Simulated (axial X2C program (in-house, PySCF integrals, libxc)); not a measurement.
## HfF: from Re and ωe to a spectrum

A bond curve at the PBE0 level, 2c, was computed with an axial X2C code built on PySCF integrals (basis Hf dyall-cv3z [13s14p9d7f4g], F dyall-av3z [7s6p3d2f] (cores contracted in-house)) for the state Ω = 3/2 (⟨Sz⟩ = -0.48, ⟨Lz⟩ = 1.98 at PBE0). Its fit gives Re = 1.8519 Å, ωe = 677.6 cm⁻¹, ωexe = 2.82 cm⁻¹ and αe = 1.641e-03 cm⁻¹; the masses are 179.9465 and 18.9984 u. Two-component means X2C with spin–orbit coupling and atomic mean-field Coulomb and Gaunt terms.

**Question.** Find the reduced mass, Be and the force constant.

**Answer.** From the PBE0 values: μ = 17.1841 u. Be = 16.8576/(μ Re²) = 0.286 cm⁻¹. k = 5.8918×10⁻⁷ μ ωe² = 4.65 mdyn/Å.

**Question.** Estimate the centrifugal constant by the Kratzer relation.

**Answer.** D = 4Be³/ωe² = 2.04e-07 cm⁻¹.

**Question.** The dipole moment p changes by 4.61 D/Å at Re. What harmonic infrared intensity follows?

**Answer.** I = 42.256 × (dp/dR)²/μ = 52 km/mol.

**Question.** A Morse curve ties αe to the other constants (Pekeris). How well does that hold?

**Answer.** αe(Morse) = 6Be²/ωe × (√(ωexe/Be) − 1) = 1.550e-03 cm⁻¹; the PBE0 curve gives 1.641e-03 cm⁻¹, a ratio of 0.94.

**Question.** Where do the fundamental and the first overtone lie?

**Answer.** ν(1←0) = ωe − 2ωexe = 672.0 cm⁻¹; ν(2←0) = 2ωe − 6ωexe = 1338.3 cm⁻¹.

The state is a single determinant with fixed occupations, the lowest that a limited PBE0 search found. Density functionals use the spin component along the axis (collinear). The functionals have no current-density term, which raises determinants with orbital currents, atoms included.
